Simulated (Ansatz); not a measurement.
Input file for Ansatz (an electronic-structure program): U-CCSD(T)/aug-cc-pV(Q+d)Z on BeCl, 2S+1 = 2, a spin state set in the input, which need not be the lowest, a point of a bond scan (R = 1.820 Å). Files ending in .json are basis or fitting sets from the Basis Set Exchange.

Ansatz 0.2 input:
```yaml
crystal:
  periodic: [false, false, false]
  atoms:
    - {symbol: Be, position_ang: [0.00000000, 0.00000000, 0.00000000]}
    - {symbol: Cl, position_ang: [0.00000000, 0.00000000, 1.81982000]}
basis:
  gaussian:
    orbitals: aug-cc-pV_Q+d_Z.json
    pivot_positions_ang: [[0.00000000, 0.00000000, 0.00000000], [0.00000000, 0.00000000, 1.81982000]]
magnetization: {spin_polarized: true, initial_magnetization: 1}
correlation: {method: ccsd_t, electrons: outside_noble_gas}
output: {orbitals: {seedname: ./end}}
```

Q: What total energy does the run end on?

A: -474.4593 hartree (reference determinant -474.1967, T1 diagnostic 0.011).

Q: How many basis functions does it have, and what does it roughly cost on one machine?

A: 169 functions; around 50 core-seconds (rough).
